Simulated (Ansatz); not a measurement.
`[H]/C=C/c1ccc(/C=C/c2ccc(/C=C/c3ccccc3)cc2)cc1`. Total charge 0; triplet. Geometry PBE-D4/def2-SVP, that of the neutral singlet; atoms count from 1.

```xyz
44

H     7.433    7.411    1.381
C     6.671    6.629    1.508
C     6.038    6.091    0.440
C     5.006    5.048    0.447
C     4.531    4.431    1.629
C     3.547    3.445    1.578
C     2.981    3.015    0.348
C     1.959    1.975    0.362
C     1.347    1.413   -0.720
C     0.327    0.372   -0.705
C    -0.208   -0.189    0.487
C    -1.178   -1.184    0.449
C    -1.679   -1.685   -0.783
C    -2.696   -2.726   -0.877
C    -3.331   -3.346    0.157
C    -4.350   -4.390    0.064
C    -4.798   -4.937   -1.165
C    -5.778   -5.933   -1.195
C    -6.342   -6.416    0.001
C    -5.911   -5.889    1.228
C    -4.928   -4.892    1.257
C    -1.147   -1.125   -1.971
C    -0.175   -0.126   -1.934
C     3.457    3.637   -0.834
C     4.441    4.623   -0.781
H     6.454    6.316    2.543
H     6.309    6.462   -0.565
H     4.941    4.728    2.606
H     3.196    2.979    2.513
H     1.679    1.623    1.369
H     1.637    1.755   -1.728
H     0.149    0.168    1.465
H    -1.560   -1.588    1.398
H    -2.958   -3.017   -1.908
H    -3.076   -3.047    1.189
H    -4.370   -4.577   -2.113
H    -6.109   -6.342   -2.162
H    -7.113   -7.200   -0.028
H    -6.343   -6.259    2.170
H    -4.593   -4.481    2.223
H    -1.515   -1.492   -2.943
H     0.218    0.289   -2.876
H     3.047    3.343   -1.812
H     4.792    5.089   -1.716
```

Single mean-field runs in def2-TZVP are fitted with def2-universal-jkfit. At PBE0-D4/def2-TZVP a singlet of charge 0 lies 2.00 eV below the triplet at the same geometry.

Problem. Estimate the Mulliken populations of the heavy atoms from the PBE0/def2-TZVP orbitals of Ansatz.

Solution. 
```json
{"atom": "C2", "charge (e)": "-0.25", "spin (α − β)": "0.25"}
{"atom": "C3", "charge (e)": "-0.21", "spin (α − β)": "-0.13"}
{"atom": "C4", "charge (e)": "0.28", "spin (α − β)": "0.26"}
{"atom": "C5", "charge (e)": "-0.22", "spin (α − β)": "-0.08"}
{"atom": "C6", "charge (e)": "-0.19", "spin (α − β)": "0.14"}
{"atom": "C7", "charge (e)": "0.28", "spin (α − β)": "-0.04"}
{"atom": "C8", "charge (e)": "-0.17", "spin (α − β)": "0.42"}
{"atom": "C9", "charge (e)": "-0.20", "spin (α − β)": "0.23"}
{"atom": "C10", "charge (e)": "0.30", "spin (α − β)": "0.12"}
{"atom": "C11", "charge (e)": "-0.22", "spin (α − β)": "0.14"}
{"atom": "C12", "charge (e)": "-0.21", "spin (α − β)": "-0.06"}
{"atom": "C13", "charge (e)": "0.31", "spin (α − β)": "0.30"}
{"atom": "C14", "charge (e)": "-0.21", "spin (α − β)": "-0.12"}
{"atom": "C15", "charge (e)": "-0.16", "spin (α − β)": "0.35"}
{"atom": "C16", "charge (e)": "0.27", "spin (α − β)": "-0.08"}
{"atom": "C17", "charge (e)": "-0.21", "spin (α − β)": "0.11"}
{"atom": "C18", "charge (e)": "-0.12", "spin (α − β)": "-0.06"}
{"atom": "C19", "charge (e)": "-0.12", "spin (α − β)": "0.13"}
{"atom": "C20", "charge (e)": "-0.13", "spin (α − β)": "-0.06"}
{"atom": "C21", "charge (e)": "-0.20", "spin (α − β)": "0.10"}
{"atom": "C22", "charge (e)": "-0.21", "spin (α − β)": "-0.04"}
{"atom": "C23", "charge (e)": "-0.21", "spin (α − β)": "0.14"}
{"atom": "C24", "charge (e)": "-0.22", "spin (α − β)": "0.21"}
{"atom": "C25", "charge (e)": "-0.19", "spin (α − β)": "-0.12"}
```
Mulliken values depend strongly on the basis.

Problem. Where does the spin sit?

Solution. Summed by element: H -0.11, C 2.11, of 2 unpaired in all. Largest on single atoms: C8 0.42, C15 0.35, C13 0.30.

Problem. And the Mayer bond orders between heavy atoms (over 0.3)?

Solution. C2–C3 1.82 (1.35 Å); C3–C4 1.06 (1.47 Å); C4–C5 1.23 (1.42 Å); C4–C25 1.25 (1.42 Å); C5–C6 1.56 (1.39 Å); C6–C7 1.19 (1.42 Å); C7–C8 1.22 (1.46 Å); C7–C24 1.22 (1.42 Å); C8–C9 1.31 (1.36 Å); C9–C10 1.31 (1.46 Å); C10–C11 1.14 (1.42 Å); C10–C23 1.14 (1.42 Å); C11–C12 1.64 (1.39 Å); C12–C13 1.17 (1.42 Å); C13–C14 1.18 (1.46 Å); C13–C22 1.16 (1.42 Å); C14–C15 1.56 (1.36 Å); C15–C16 1.08 (1.46 Å); C16–C17 1.32 (1.42 Å); C16–C21 1.30 (1.42 Å); C17–C18 1.48 (1.40 Å); C18–C19 1.39 (1.41 Å); C19–C20 1.40 (1.40 Å); C20–C21 1.46 (1.40 Å); C22–C23 1.59 (1.40 Å); C24–C25 1.53 (1.39 Å).
